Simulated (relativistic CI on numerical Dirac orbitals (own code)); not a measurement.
## Spin-allowed bands of a d3 ion in an octahedral site, by hand

Problem. Take Δ = 29950 cm⁻¹ and B = 640 cm⁻¹ for a d3 ion in an octahedral site. Calculate the three spin-allowed bands.

Working.
1. The terms of highest spin are 4F (energy 0) and 4P (15B = 9600 cm⁻¹). Here the F term splits into A2 at −1.2Δ = -35940, T2 at −0.2Δ = -5990 and T1 at +0.6Δ = 17970 cm⁻¹.
2. The two T1 states mix through the element 0.4Δ: H = [[17970, 11980], [11980, 9600]], with roots ½(H₁₁ + H₂₂) ∓ ½√[(H₂₂ − H₁₁)² + 4H₁₂²] = ½(27570) ∓ ½(25380) = 1095 and 26475 cm⁻¹.
3. The ground term is 4A2 at -35940 cm⁻¹.
4. Bands: 4T2 29950 cm⁻¹ (334 nm), 4T1(F) 37035 cm⁻¹ (270 nm), 4T1(P) 62415 cm⁻¹ (160 nm).

Check. Exact diagonalisation of the whole d3 shell with these parameters gives 4T2 29950, 4T1 37035, 4T1 62415 cm⁻¹. The match is exact, since without spin-orbit coupling no other term has this spin. The ratio of the second band to the first, 1.237, depends on Δ/B = 46.8 alone, which is how a Tanabe-Sugano diagram is read.
